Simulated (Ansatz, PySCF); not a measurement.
Reaction (SMILES): BOC -> B[O] + [CH3] (CH3) (the C-O bond at the site shown breaks; other sites are not compared here)
Geometries: B3LYP-D3(BJ)/def2-TZVP minima from Ansatz (an electronic-structure program), one conformer each, not searched for the lowest. Frequencies are from Ansatz or PySCF.

Property: bond dissociation energy (enthalpy at 298 K, with B3LYP-D3(BJ) rigid-rotor harmonic-oscillator terms), in kcal/mol. Correlated levels leave the core frozen unless marked. UHF or UKS for open shells. No spin-orbit coupling. Non-relativistic. Basis-set limits of correlation are two-point, X^-3; Hartree-Fock from the larger set.

CCSD(T)/CBS(aug-cc-pVTZ,aug-cc-pVQZ) (Ansatz) gives 78.3 kcal/mol.

Task: Another calculation gave 76.5 kcal/mol. Which level was it?
A. PBE/def2-TZVPD (Ansatz)
B. B2GP-PLYP/def2-TZVPD (Ansatz)
C. CAM-B3LYP/def2-TZVPD (Ansatz)
D. BLYP/def2-TZVPD (Ansatz)

Result: B, B2GP-PLYP/def2-TZVPD (Ansatz). The others give 70.3 (PBE), 64.7 (BLYP), 72.8 (CAM-B3LYP) kcal/mol.
